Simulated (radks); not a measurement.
Results of a calculation; reference values are marked as such.
Polarisability of the mercury ion Hg6+, [Xe] 4f14 5d6, at imaginary frequency. Level of theory: scalar-relativistic Kohn-Sham, LDA (Slater exchange, Perdew-Wang correlation), spin-unpolarised, spherical densities, finite nucleus; Fermi nuclear charge, rms radius 5.4648 fm (a radial shooting solver on a logarithmic mesh with Libxc functionals). Response by self-consistent Sternheimer equations with the Hartree and adiabatic LDA kernel, the relativistic mass of each level held fixed and spin-orbit coupling left out.

w (hartree),alpha1(iw) (bohr^3)
0.00266,2.574
0.0143,2.574
0.0360,2.573
0.0697,2.570
0.118,2.564
0.186,2.549
0.280,2.517
0.413,2.455
0.605,2.338
0.892,2.128
1.35,1.785
2.12,1.303
3.59,0.7595
6.94,0.3231
17.5,0.08676

Static values: alpha1 = 2.574 bohr^3 (0.3814 angstrom^3; uncoupled 3.878). C6 = 10.99, triple-dipole C9 = 20.01 atomic units. One-pole (London) frequency 4 C6 / (3 alpha1^2) = 2.211 hartree, against 3.294 for minus the highest occupied eigenvalue.
